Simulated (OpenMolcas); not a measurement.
**Co3+ in a point-charge field**

Co3+ among 4 point charges of -1.5 e arranged as a tetrahedron (Td), 2.02 Å from the ion.
```
   1.1662    1.1662    1.1662  -1.50
   1.1662   -1.1662   -1.1662  -1.50
  -1.1662    1.1662   -1.1662  -1.50
  -1.1662   -1.1662    1.1662  -1.50
```

```yaml
Program: OpenMolcas 26.06
Method: "SS-CASPT2, IPEA 0.25 Eh, imaginary shift 0.1 Eh (closed shells correlated: 3s 3p)"
Basis: ANO-RCC-VDZP [5s4p2d1f]
Scalar_Hamiltonian: DKH2, point nucleus
Active_space: 6 electrons in 5 orbitals (3d)
State_averaging: 2S+1 = 5 even, 5 roots; 2S+1 = 3 even, 45 roots; 2S+1 = 1 even, 50 roots
Spin-orbit_coupling: RASSI with atomic mean-field integrals over the reference wave functions
```

The lowest spin-free states (labels of Td), above the lowest:

```csv
State,Degeneracy,E (cm-1),Free-ion L (%)
5E,2,0,D (100)
5T2,3,1240,D (100)
3T1,3,24160,P (81)
3T1,3,24590,H (97)
3E,2,24640,H (100)
3T2,3,25240,H (98)
3T1,3,25360,H (97)
3A2,1,26160,F (100)
3T2,3,26500,F (98)
3T1,3,27450,F (83)
3A1,1,30070,G (100)
3T1,3,30510,G (98)
3E,2,30660,G (100)
3T2,3,31440,G (99)
1T2,3,36900,I (97)
1E,2,36950,I (98)
1A2,1,36950,I (100)
1T2,3,37250,G (91)
1A1,1,37400,I (86)
1T1,3,37590,I (90)
```

The lowest levels with spin-orbit coupling:

```
E (cm-1)  Degeneracy  Label  2S+1
       0           1     A1     5
      47           3     T1     5
      94           2      E     5
     200           3     T2     5
     350           1     A2     5
    1190           3     T2     5
    1500           3     T1     5
    1630           2      E     5
    1920           3     T2     5
    2050           3     T1     5
    2160           1     A1     5
   23690           2      E     3
   23710           3     T2     3
   24620           1     A1     3
   24670           3     T1     3
   24720           3     T2     3
   24980           3     T1     3
   24990           2      E     3
   25090           3     T2     3
   25150           3     T1     3
```

Powder χT (cm3 K/mol): 0.295 at 2 K, 1.47 at 10 K, 4.1 at 50 K, 4.49 at 100 K, 4.62 at 200 K, 4.64 at 300 K. The effective moment at 300 K is 2.828 √(χT) = 6.09 μB.

The lowest level has 2S+1 = 5, for which the spin-only value is χT = S(S+1) / 2 = 3.000 cm3 K/mol (g = 2). The computed 4.644 at 300 K differs by +1.644, through orbital momentum, spin-orbit coupling and any other state in reach.

Roots that are degenerate in the reference are averaged as groups; the widest CASPT2 spread within a group is 290 cm-1 (the 3-fold group of multiplicity 3 near 62700 cm-1 above the lowest state of its run). Shifts and gaps below about the spread of the groups concerned are not significant. An orbital doublet at a regular site is open to a Jahn-Teller distortion, which this geometry leaves out. The ground term spreads over less than 5000 cm-1, several times less than with real ligands, so orbital moments are less quenched and χT lies further from the spin-only value than at real sites. Free-ion shares, where given, are those of the reference states; single-state CASPT2 does not remix them. Point charges carry no covalency, so the field is a model and not that of real ligands. No measured value stands beside these numbers.

The CASPT2 steps took 8.5 s on 1 thread of Arm Neoverse V1 (shared host); the integral step is not counted.
